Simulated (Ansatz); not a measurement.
Cost and result up the ladder for Cd₁₀H₃₀Se₁₀ (50 atoms). The state is a singlet with charge 0. Geometry: r2SCAN-D4/def2-SVP, loosely relaxed.

Cartesian coordinates in Å:
```
Cd 0.8147 -3.0445 1.8365
Cd -2.8324 -0.3873 4.8711
Cd 3.1863 0.6535 1.6895
Cd -1.9763 2.3262 3.3817
Cd -3.5564 -2.2104 -1.3327
Cd 2.6220 -1.6575 -1.7762
Cd -2.3422 -2.9172 -4.2659
Cd -0.8580 0.5747 -0.1926
Cd 2.0714 5.1160 -1.2925
Cd 0.1511 3.2709 -3.0952
Se -0.4350 -1.6524 3.8525
Se -1.4797 -3.3359 0.1413
Se 1.3364 -0.7952 0.3727
Se -2.6704 0.1597 1.7360
Se 0.8519 1.6807 3.2150
Se 3.2357 2.7223 -0.1297
Se -1.8843 -0.2786 -2.5115
Se 0.3823 -2.9938 -2.8927
Se 1.8882 0.9424 -2.9994
Se -0.2859 3.1870 -0.3274
H 1.7693 -4.4254 2.0352
H -4.0397 -1.4697 5.2843
H -1.2484 -0.4071 7.6577
H 4.4795 0.2464 2.6955
H -2.0578 1.2404 4.9554
H -2.4161 3.9264 3.0819
H -5.1303 -1.9062 -0.8020
H -3.1387 -3.4945 -2.8046
H 4.1567 -2.1777 -2.2411
H -1.7004 -6.0921 -4.4286
H -2.0287 -2.5753 -5.8688
H 2.2795 6.4580 -0.3157
H 4.8473 5.0152 -3.1318
H -1.0640 3.2839 -4.2637
H 1.7298 4.3340 -2.8761
H 0.4214 -1.9654 5.0064
H -1.1230 -1.0829 7.3352
H -1.7225 -4.7755 -0.0451
H -0.4458 -3.2140 -1.4053
H -3.7799 0.9026 1.1163
H 0.3991 0.1556 3.5382
H 1.2845 1.9122 4.6038
H 4.6522 2.7021 -0.5242
H 5.0040 4.7559 -2.4358
H -2.9621 0.7168 -2.6238
H -1.1617 -5.7330 -4.8253
H 0.8800 -4.3786 -2.8830
H 2.9678 1.3443 -3.9176
H 2.5978 1.6684 -1.7444
H -1.6691 3.6744 -0.4537
```

Ansatz on 11 threads of AMD EPYC 7R13 on a shared host and a whole NVIDIA H100 80GB HBM3. Times are rough, and most runs start from the orbitals of an earlier one. PBE0-D4/def2-TZVP serves as the yardstick here, not as an exact answer. Differences are given only for rows in sets of like size (and for xTB, whose basis is part of the method), since another set adds its own error. Binding counts from free atoms at the same level (Cd singlet, Se triplet, H doublet; other spins of the atoms weren't run), without zero-point energy or a counterpoise term.

In the def2 sets Cd takes a core potential; there is no spin–orbit coupling. Correlated methods freeze 90 core orbitals; core or outer-core shells of Cd, Se are correlated, in sets that lack core-valence functions. Single mean-field runs in def2-SVP, def2-TZVP are fitted with def2-universal-jkfit. In the singlet geometry the species has come apart into loosely held pieces. In the singlet, H33 and H44 lie 0.76 Å apart, H23 and H37 lie 0.76 Å apart, H30 and H46 lie 0.76 Å apart (atoms count from 1), so H2 has formed as a molecule.

Correlated methods converge slowly with the basis.

```
                            level  functions  binding energy per atom (eV)  difference from PBE0-D4/def2-TZVP (eV)         remarks
   PBE-D4/def2-TZVP (with forces)       1060                          2.03                                    0.00  loose geometry
                PBE0-D4/def2-TZVP       1060                          2.03                                    0.00  loose geometry
                 PBE0-D4/def2-SVP        780                          2.05                                       –  loose geometry
                  PBE-D4/def2-SVP        780                          2.05                                       –  loose geometry
             r2SCANh-D4/def2-TZVP       1060                          2.07                                    0.04  loose geometry
                    MP2/def2-TZVP       1060                          1.93                                   -0.10  loose geometry
r2SCAN-D4/def2-TZVP (with forces)       1060                          2.08                                    0.05  loose geometry
```

Q: Estimate how long each takes.

A: PBE-D4/def2-SVP 3.7 s; PBE0-D4/def2-SVP 6 s; PBE-D4/def2-TZVP (with forces) 6.5 s; r2SCAN-D4/def2-TZVP (with forces) 8 s; PBE0-D4/def2-TZVP 8.5 s; r2SCANh-D4/def2-TZVP 10 s; MP2/def2-TZVP 19 s. On shared hardware such times vary by a factor of up to 3.
